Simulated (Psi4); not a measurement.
silver atom (Ag), doublet (core potentials on Ag); B3LYP/def2-TZVP run with Psi4 1.11.

Input for Psi4:
```
memory 2 GB

molecule {
0 2
Ag    0.00000000    0.00000000    0.00000000
}

set {
  basis def2-tzvp
  reference uks
  dft_radial_scheme mura
}

energy('b3lyp')
print_variables()
```

**Question.** Write the output that Psi4 gives for this input, abridged.

**Answer.** 
```
   => Loading Basis Set <=

    Name: DEF2-TZVP
    Role: ORBITAL
    Keyword: BASIS

    !!!  WARNING: ECP capability is in beta. Please check occupations closely.  !!!

         ---------------------------------------------------------
                                   SCF
               by Justin Turney, Rob Parrish, Andy Simmonett
                          and Daniel G. A. Smith
                              UKS Reference
         ---------------------------------------------------------

  ==> Geometry <==

    Molecular point group: d2h
    Geometry (in Angstrom), charge = 0, multiplicity = 2:

       Center              X                  Y                   Z               Mass
    ------------   -----------------  -----------------  -----------------  -----------------
         AG           0.000000000000     0.000000000000     0.000000000000   106.905091600000

  Running in d2h symmetry.

  Rotational constants: A = ************  B = ************  C = ************ [cm^-1]
  Rotational constants: A = ************  B = ************  C = ************ [MHz]
  Nuclear repulsion =    0.000000000000000

  Charge       = 0
  Multiplicity = 2
  Electrons    = 19
  Nalpha       = 10
  Nbeta        = 9

  ==> Algorithm <==

  SCF Algorithm Type is DF.
  DIIS enabled.
  MOM disabled.
  Fractional occupation disabled.
  Guess Type is CORE.
  Energy threshold   = 1.00e-06
  Density threshold  = 1.00e-06
  Integral threshold = 1.00e-12

  ==> Primary Basis <==

  Basis Set: DEF2-TZVP
    Blend: DEF2-TZVP
    Number of shells: 14
    Number of basis functions: 40
    Number of Cartesian functions: 46
    Spherical Harmonics?: true
    Max angular momentum: 3

  Core potential: DEF2-TZVP
    Number of shells: 4
    Number of ECP primitives: 14
    Number of ECP core electrons: 28
    Max angular momentum: 3

  ==> DFT Potential <==

   => LibXC <=

    Version 7.1.2
    S. Lehtola, C. Steigemann, M. J. T. Oliveira, and M. A. L. Marques,  SoftwareX 7, 1–5 (2018) (10.1016/j.softx.2017.11.002)

   => Composite Functional: B3LYP <=

    B3LYP Hyb-GGA Exchange-Correlation Functional

    P. J. Stephens, F. J. Devlin, C. F. Chabalowski, and M. J. Frisch,  J. Phys. Chem. 98, 11623 (1994) (10.1021/j100096a001)

    Deriv               =              1
    GGA                 =           TRUE
    Meta                =          FALSE

    Exchange Hybrid     =           TRUE
    MP2 Hybrid          =          FALSE

   => Exchange Functionals <=

    0.0800   Slater exchange
    0.7200         Becke 88

   => Exact (HF) Exchange <=

    0.2000               HF

   => Correlation Functionals <=

    0.1900   Vosko, Wilk & Nusair (VWN5_RPA)
    0.8100   Lee, Yang & Parr

   => LibXC Density Thresholds  <==

    XC_HYB_GGA_XC_B3LYP:  1.00E-15

   => Molecular Quadrature <=

    Radial Scheme          =           MURA
    Pruning Scheme         =           NONE
    Nuclear Scheme         =       TREUTLER

    Blocking Scheme        =         OCTREE
    BS radius alpha        =              1
    Pruning alpha          =              1
    Radial Points          =             75
    Spherical Points       =            302
    Total Points           =          21442
    Total Blocks           =            232
    Max Points             =            250
    Max Functions          =             40
    Weights Tolerance      =       1.00E-15

   => Loading Basis Set <=

    Name: (DEF2-TZVP AUX)
    Role: JKFIT
    Keyword: DF_BASIS_SCF

  ==> Integral Setup <==

  SCF_SUBTYPE=INCORE selected. In-core MEM_DF algorithm will be used.
  Using in-core AOs.

  ==> MemDFJK: Density-Fitted J/K Matrices <==

    J tasked:                   Yes
    K tasked:                   Yes
    wK tasked:                   No
    Algorithm:                 Core
    Schwarz Cutoff:           1E-12
    Mask sparsity (%):       0.0000
    Fitting Condition:        1E-10

   => Auxiliary Basis Set <=

  Basis Set: (DEF2-TZVP AUX)
    Blend: DEF2-UNIVERSAL-JKFIT
[...]

   @DF-UKS iter   1:  -134.58301346637882   -1.34583e+02   3.27997e-01 ADIIS
    Occupation by irrep:
             Ag   B1g   B2g   B3g    Au   B1u   B2u   B3u
    DOCC [     3,    1,    1,    1,    0,    1,    1,    1 ]
    SOCC [     1,    0,    0,    0,    0,    0,    0,    0 ]
    NA   [     4,    1,    1,    1,    0,    1,    1,    1 ]
    NB   [     3,    1,    1,    1,    0,    1,    1,    1 ]

   @DF-UKS iter   2:  -118.42347733878306    1.61595e+01   4.35026e-01 ADIIS
   @DF-UKS iter   3:  -146.87904763293511   -2.84556e+01   4.30052e-02 DIIS/ADIIS
   @DF-UKS iter   4:  -147.01748846229387   -1.38441e-01   1.03949e-02 DIIS/ADIIS
   @DF-UKS iter   5:  -147.02870179698971   -1.12133e-02   1.95322e-03 DIIS/ADIIS
   @DF-UKS iter   6:  -147.02901528877987   -3.13492e-04   1.79473e-04 DIIS/ADIIS
   @DF-UKS iter   7:  -147.02901818681465   -2.89803e-06   1.08381e-05 DIIS
   @DF-UKS iter   8:  -147.02901821660686   -2.97922e-08   1.08638e-06 DIIS
   @DF-UKS iter   9:  -147.02901821782325   -1.21639e-09   1.78586e-07 DIIS
  Energy and wave function converged.

  ==> Post-Iterations <==

   Electrons on quadrature grid:
      Nalpha   =   10.0000000000 ; deviation = 7.105e-15
      Nbeta    =    9.0000000000 ; deviation = -1.243e-14
      Ntotal   =   19.0000000000 ; deviation = -5.329e-15

   @Spin Contamination Metric:   6.207168548E-04
   @S^2 Expected:                7.500000000E-01
   @S^2 Observed:                7.506207169E-01
   @S   Expected:                5.000000000E-01
   @S   Observed:                5.000000000E-01

    Orbital Energies [Eh]
    ---------------------

    Alpha Occupied:

[...]
       4Ag    -0.194659

    Alpha Virtual:

[...]
    Beta Occupied:

[...]
    Beta Virtual:

[...]
      12Ag   109.195666

    Final Occupation by Irrep:
             Ag   B1g   B2g   B3g    Au   B1u   B2u   B3u
    DOCC [     3,    1,    1,    1,    0,    1,    1,    1 ]
    SOCC [     1,    0,    0,    0,    0,    0,    0,    0 ]
    NA   [     4,    1,    1,    1,    0,    1,    1,    1 ]
    NB   [     3,    1,    1,    1,    0,    1,    1,    1 ]

  @DF-UKS Final Energy:  -147.02901821782325

   => Energetics <=

    Nuclear Repulsion Energy =              0.0000000000000000
    One-Electron Energy =                -261.1590872454002579
    Two-Electron Energy =                 125.6692722999736560
    DFT Exchange-Correlation Energy =     -11.5392032723966675
    Empirical Dispersion Energy =           0.0000000000000000
    VV10 Nonlocal Energy =                  0.0000000000000000
    Total Energy =                       -147.0290182178232499

  UHF NO Occupations:
  HONO-2 :    1B1g 1.9999390
  HONO-1 :    3 Ag 1.9999390
  HONO-0 :    4 Ag 1.0000000
  LUNO+0 :    5 Ag 0.0000610
  LUNO+1 :    2B1g 0.0000610
  LUNO+2 :    2B3g 0.0000610
  LUNO+3 :    2B2g 0.0000610

Computation Completed

Properties will be evaluated at   0.000000,   0.000000,   0.000000 [a0]

Properties computed using the SCF density matrix

 Multipole Moments:

 ------------------------------------------------------------------------------------
     Multipole            Electronic (a.u.)      Nuclear  (a.u.)        Total (a.u.)
 ------------------------------------------------------------------------------------

 L = 1.  Multiply by 2.5417464519 to convert [e a0] to [Debye]
 Dipole X            :          0.0000000            0.0000000            0.0000000
 Dipole Y            :          0.0000000            0.0000000            0.0000000
 Dipole Z            :          0.0000000            0.0000000            0.0000000
 Magnitude           :                                                    0.0000000

 ------------------------------------------------------------------------------------

  Variable Map:
  ----------------------------------------------------------------------------
[...]
  Array Variable Map:
  ----------------------------------------------------------------------------
[...]
[...]
```
